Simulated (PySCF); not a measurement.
Predicted microwave data (PBE0/pcSseg-1 in PySCF (dipole) on a GFN2-xTB geometry, gas phase) for one isomer of C9H14:

| Property | Result |
| --- | --- |
| Rotational constants | A = 2203, B = 1484, C = 911.5 MHz |
| Dipole components | \|μa\| = 0.00 D, \|μb\| = 0.15 D, \|μc\| = 0.00 D |
| Inertial defect | -15.62 u·Å² |
| κ | -0.11 |

Task: Which candidate fits, each taken in the one conformer that was computed?
A. `[CH3:1][C:2]#[C:3]/[C:4]([CH3:5])=[C:6](\[CH3:7])[CH2:8][CH3:9]` with C4–C6–C8–C9 83°
B. tetramethylcyclopentadiene (`C1(=C(CC(=C1C)C)C)C`)
C. `[CH3:1][CH:2]([CH3:3])[C@@H:4]1[C@H:5]2[CH:6]=[CH:7][CH2:8][C@@H:9]12` with C1–C2–C4–C5 -84°
D. `[CH2:1]=[CH:2][C:3]1=[CH:4][CH2:5][CH2:6][CH2:7][CH2:8][CH2:9]1` with C1–C2–C3–C4 168°, C3–C4–C5–C6 30°, C4–C5–C6–C7 -81°, C5–C6–C7–C8 43°, C6–C7–C8–C9 45°

Result: B. It is CC1=C(C)C(C)=C(C)C1, an asymmetric top, point group C2v. The candidates at the same level (rigid rotor, commonest isotopes):

| SMILES | A (MHz) | B (MHz) | C (MHz) | μa (D) | μb (D) | μc (D) | Δ (u·Å²) | point group | rotor |
| --- | --- | --- | --- | --- | --- | --- | --- | --- | --- |
| CC(C)[C@@H]1[C@H]2C=CC[C@H]21 | 3456 | 1071 | 906.2 | 0.24 | 0.20 | 0.15 | -60.58 | – | asymmetric top |
| CC1=C(C)C(C)=C(C)C1 | 2203 | 1484 | 911.5 | 0.00 | 0.15 | 0.00 | -15.62 | C2v | asymmetric top |
| CC#C/C(C)=C(\C)CC | 3077 | 809.4 | 690.1 | 0.02 | 0.15 | 0.10 | -56.24 | C1 | asymmetric top |
| C=CC1=CCCCCC1 | 3057 | 1148 | 915.5 | 0.78 | 0.00 | 0.00 | -53.60 | C1 | asymmetric top |

`CC(C)[C@@H]1[C@H]2C=CC[C@H]21` has A 57 % too high; `C=CC1=CCCCCC1` has A 39 % too high; `CC#C/C(C)=C(\C)CC` has B 45 % too low. In the right answer the symmetry axis of this C2v structure is b, so μa and μc vanish by symmetry. No structure here is proved a minimum.
